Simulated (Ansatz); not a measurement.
Ansatz (an electronic-structure program) input:

Ansatz 0.2 input:
```yaml
crystal:
  periodic: [false, false, false]
  atoms:
    - {symbol: B, position_ang: [-0.00000000, -0.00000000, -0.76882028]}
    - {symbol: N, position_ang: [0.00000000, 0.00000000, 0.54915734]}
basis:
  gaussian:
    orbitals: 6-31G*
magnetization: {spin_polarized: true, initial_magnetization: 2}
correlation: {method: ccsd_t, electrons: outside_noble_gas}
```

Q: What final total energy does it print?

A: -79.19948 Eh (CCSD(T)/6-31G*).
